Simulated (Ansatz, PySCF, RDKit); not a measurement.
Complex: CH6OSi (SMILES CO[SiH3]) (first 9 atoms) with CH4 (SMILES C); geometry from B3LYP-D3(BJ)/def2-TZVP.
(charge 0, multiplicity 1):
```xyz
14

C     -1.6050    -0.4673     0.3216
O     -0.5492     0.4651     0.1508
Si     0.9489     0.0400    -0.3829
H     -2.4791     0.0743     0.6816
H     -1.8598    -0.9563    -0.6241
H     -1.3413    -1.2340     1.0566
H      1.5554    -0.9886     0.5000
H      1.7615     1.2719    -0.3719
H      0.8809    -0.5210    -1.7568
C      0.0388     0.0417     3.6261
H     -0.1829     0.7129     2.7983
H     -0.8868    -0.3936     4.0015
H      0.6984    -0.7530     3.2792
H      0.5285     0.5940     4.4272
```

Counterpoise-corrected where a basis set is named; no monomer relaxation. RDKit's UFF carries no charges.

Rows in 6-31G* carry no dispersion term and start afresh at each structure (6-31G* with six Cartesian d functions). MP2/6-31G* freezes PySCF's default core.

Run with Ansatz (a program for electronic structure); PySCF for 6-31G* rows; RDKit for the force fields. Values without a source in brackets are computed.

### Question
Estimate the interaction energy that UFF returns for this input.

### Answer
-1.4 kcal/mol

### Question
Estimate the interaction energy that MP2/6-31G* returns for this input.

### Answer
0.0 kcal/mol

### Question
Predict the interaction energy from HF/aug-cc-pV(D+d)Z.

### Answer
0.8 kcal/mol
